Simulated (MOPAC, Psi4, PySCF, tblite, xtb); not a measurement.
Dimer H3N ··· HF (SMILES N and F) at R = 2.57 Å between the centres of mass, closest contact 1.62 Å (lowest of the rigid-body minima from ten starts at GFN2-xTB). Geometry in Å and degrees:

```
N
H 1 1.0136
H 1 1.0136 2 107.33
H 1 1.0136 2 107.33 3 -115.10
H 1 1.6245 2 111.42 4 -122.62
F 5 0.9245 2 154.63 1 179.82
```

Computed with: GFN2-xTB (tblite); SAPT0/jun-cc-pVDZ, frozen core (Psi4); PBE/def2-TZVP, counterpoise-corrected (Psi4); PBE-D3(BJ)/def2-TZVP, counterpoise-corrected (Psi4); HF/aug-cc-pVTZ, counterpoise-corrected (Psi4); MP2/aug-cc-pVTZ = Psi4 with DF-MP2/aug-cc-pVTZ, frozen core, counterpoise-corrected; SCS-MP2/aug-cc-pVTZ = DF-SCS-MP2/aug-cc-pVTZ, frozen core, counterpoise-corrected (Psi4); MP2/aug-cc-pVDZ = DF-MP2/aug-cc-pVDZ, frozen core, counterpoise-corrected run with Psi4; CCSD/aug-cc-pVDZ = DF-CCSD/aug-cc-pVDZ, frozen core, counterpoise-corrected run with Psi4; CCSD(T)/aug-cc-pVDZ = DF-CCSD(T)/aug-cc-pVDZ, frozen core, counterpoise-corrected in Psi4; PM6, restricted, heats of formation (MOPAC); AM1, restricted, heats of formation (MOPAC); GFN1-xTB (xtb); RKS-B3LYP/6-31G* = restricted B3LYP/6-31G*, spherical d, no counterpoise correction (PySCF); RKS-LDA (SVWN5)/6-31G* = PySCF with restricted LDA (SVWN5)/6-31G*, spherical d, no counterpoise correction; RHF/6-31G* = restricted Hartree-Fock/6-31G*, spherical d, no counterpoise correction (PySCF); RKS-BP86/6-31G* = restricted BP86/6-31G*, spherical d, no counterpoise correction run with PySCF.

Q: What interaction energy does each level give?

A: 
```csv
method,E_int / kJ/mol
RKS-LDA (SVWN5)/6-31G*,-84.17
RKS-B3LYP/6-31G*,-58.76
GFN1-xTB,-58.29
RKS-BP86/6-31G*,-57.42
PBE-D3(BJ)/def2-TZVP,-53.66
SAPT0/jun-cc-pVDZ,-53.54
GFN2-xTB,-51.97
PBE/def2-TZVP,-51.60
RHF/6-31G*,-47.25
MP2/aug-cc-pVTZ,-47.22
MP2/aug-cc-pVDZ,-43.37
SCS-MP2/aug-cc-pVTZ,-43.20
CCSD(T)/aug-cc-pVDZ,-42.10
CCSD/aug-cc-pVDZ,-41.01
HF/aug-cc-pVTZ,-39.19
PM6,-4.34
AM1,18.39
```
